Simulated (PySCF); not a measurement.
**Static response to an electric field**

C8H11 (charge +1).
Geometry (GFN2-xTB, Å), atoms numbered from 1 in this order:
```
atom  x, y, z in Å
C1    -2.550    0.331   -0.493
C2    -1.704   -0.802    0.097
C3    -0.271   -0.381    0.162
C4     0.180    0.417    1.227
C5     1.497    0.877    1.319
C6     2.405    0.556    0.348
C7     2.015   -0.261   -0.794
C8     0.627   -0.708   -0.829
H9    -2.229    0.567   -1.504
H10   -3.592    0.028   -0.526
H11   -2.472    1.230    0.114
H12   -1.808   -1.691   -0.526
H13   -2.068   -1.036    1.097
H14   -0.521    0.678    2.009
H15    1.788    1.483    2.164
H16    3.428    0.901    0.406
H17    2.692   -1.128   -0.884
H18    2.260    0.267   -1.732
H19    0.313   -1.318   -1.664
```

Level: CAM-B3LYP/def2-SVPD (PySCF), static field, nuclei fixed, core orbitals frozen in the response. The polarisability tensor in these axes (au):

```
x   108.55   6.92  -2.80
y     6.92  69.03  13.59
z    -2.80  13.59  83.11
```

Question: Diagonalise the tensor; give its mean and Δα, where Δα² is half the sum of the squared differences of the eigenvalues.

Answer: Principal values 59.65, 91.30 and 109.73 au; mean 86.90 au = 12.88 Å³ = 14.33 × 10⁻⁴⁰ C²·m²/J; Δα = 43.87 au (50 % of the mean).

Question: Give the eigenvalues of the traceless quadrupole moment Θ = ½Σq(3rr − r²1), origin at the centre of nuclear charge.

Answer: -17.17, 1.98, 15.19 D·Å. The values depend on the origin, since the species is charged. The electronic extent ⟨r²⟩ about the same centre is 1032 bohr², a root-mean-square distance of 2.23 Å for the 58 electrons.

Question: Give the principal axes and the span of the nuclei along them.

Answer: Largest value along (0.99, 0.16, -0.02), where the nuclei span 7.05 Å; middle along (-0.06, 0.51, 0.86), 4.62 Å; least along (-0.15, 0.85, -0.51), 2.71 Å. The response follows the extents in order.

Question: In TDDFT the mean static polarisability is Σ f/ω² over all singlet excitations (ω in hartree). How much of it do the 8 lowest give? Their energies (eV) and oscillator strengths: 3.83, 0.1041; 4.90, 0.0029; 5.10, 0.0107; 5.48, 0.0589; 5.72, 0.0025; 6.13, 0.0047; 6.63, 0.0603; 7.13, 0.4604.

Answer: They add up to 14.96 au, 17.2 % of the 86.90 au; the largest single term is 6.70 au, from the state at 7.13 eV. Terms in order: 5.25, 0.09, 0.30, 1.45, 0.06, 0.09, 1.02, 6.70 au. Higher excitations give the rest. The strengths listed sum to 0.704.

Isolated species at its GFN2-xTB geometry (one conformer only).

These values come from a run that also computed excited states. On one thread, Arm Neoverse V1, shared host, this took 61 s wall.
